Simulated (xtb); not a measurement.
xtb input:

```bash
xtb mol.xyz --gfnff --opt tight --chrg 0 --uhf 0
```
mol.xyz:
```
3

Y      0.44514175     0.31542447    -0.24083734
O     -0.54121607     1.54806852    -1.13080838
Cl    -0.76651763    -1.45212367     1.08465432
```

**Question.** What final total energy does it print?

**Answer.** -0.46946 Eh (GFN-FF).
